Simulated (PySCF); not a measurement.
# Löwdin shares of the frontier orbitals

Compound: BH2(iBu), C₄H₁₁B.
Structure used (PBE0-D3(BJ)/def2-SVP), in Å, numbered top down from 1:
```
atom  x, y, z in Å
B1     0.9574    1.2209    1.2710
H2     1.3630    1.6054    2.3461
H3     1.2537    1.8730    0.2932
C4     0.0828   -0.0665    1.2182
C5    -0.4154   -0.5963   -0.1303
C6     0.7472   -0.9942   -1.0340
C7    -1.3319    0.4096   -0.8187
H8    -0.7713    0.1336    1.8999
H9     0.6432   -0.8489    1.7700
H10   -1.0101   -1.5074    0.0642
H11    1.3708   -0.1198   -1.2829
H12    0.3886   -1.4267   -1.9811
H13    1.3963   -1.7411   -0.5498
H14   -0.7927    1.3440   -1.0460
H15   -2.1949    0.6682   -0.1844
H16   -1.7213    0.0123   -1.7690
```

Method used: TDDFT CAM-B3LYP/def2-SVPD, vertical, gas phase, core orbitals frozen in the response (PySCF).

Kohn–Sham orbitals with the atoms that hold most of them (Löwdin shares over 4%, at most four atoms; ? is withheld):

```json
{"orbital": "HOMO-3", "ε (eV)": "-11.36", "atoms": "B1 23%, C6 11%, H2 10%, C4 10%"}
{"orbital": "HOMO-2", "ε (eV)": "-10.77", "atoms": "C5 23%, C6 22%, C7 21%, H15 7%"}
{"orbital": "HOMO-1", "ε (eV)": "-10.18", "atoms": "?"}
{"orbital": "HOMO", "ε (eV)": "-9.90", "atoms": "C4 19%, B1 19%, C5 16%, H10 11%"}
{"orbital": "LUMO", "ε (eV)": "?", "atoms": "?"}
{"orbital": "LUMO+1", "ε (eV)": "1.21", "atoms": "B1 41%, C7 7%, C6 6%, C4 6%"}
{"orbital": "LUMO+2", "ε (eV)": "1.86", "atoms": "B1 29%, H10 12%, C5 8%, H3 6%"}
```

Which atoms hold the LUMO, and with what shares?

B1 (bonded to C and 2 H) 54%; C4 (bonded to B, C and 2 H) 14%; H3 (bonded to B) 11%; H2 (bonded to B) 10%. By element: boron 54%, hydrogen 20% or more, carbon 14% or more.

Which atoms hold the HOMO-1, and with what shares?

B1 (bonded to C and 2 H) 21%; C5 (bonded to 3 C and H) 18%; C4 (bonded to B, C and 2 H) 18%; H2 (bonded to B) 15%. By element: carbon 36% or more, boron 21%, hydrogen 15% or more.

What is the LUMO energy, and the HOMO–LUMO gap?

ε(LUMO) = -0.12 eV; the gap is 9.78 eV (0.3594 hartree).

How does S1 compare with the orbital gap of 9.78 eV?

S1 is at 5.73 eV (f = 0.0002), 4.05 eV below the gap, made of HOMO→LUMO (74%), HOMO-1→LUMO (11%). 

Give energy, strength and leading configuration of S1, S2, S4, S6 and S7, and follow the Löwdin shares of the leading atoms from the occupied to the empty orbital.

- S1 (5.73 eV, f 0.0002), HOMO→LUMO (74%): C4 19% → 14%, B1 19% → 54%
- S2 (5.85 eV, f 0.0010), HOMO-1→LUMO (72%): B1 21% → 54%, C5 18% → at most 10%, C4 18% → 14%
- S4 (7.67 eV, f 0.029), HOMO-2→LUMO (92%): C5 23% → at most 10%, C6 22% → at most 10%, B1 at most 8% → 54%, C4 at most 8% → 14%
- S6 (8.27 eV, f 0.0072), HOMO→LUMO+1 (83%): C4 19% → 6%, B1 19% → 41%, C7 at most 11% → 7%
- S7 (8.57 eV, f 0.012), HOMO-1→LUMO+1 (83%): B1 21% → 41%, C5 18% → at most 6%, C7 at most 16% → 7%

One conformer stands for the species.
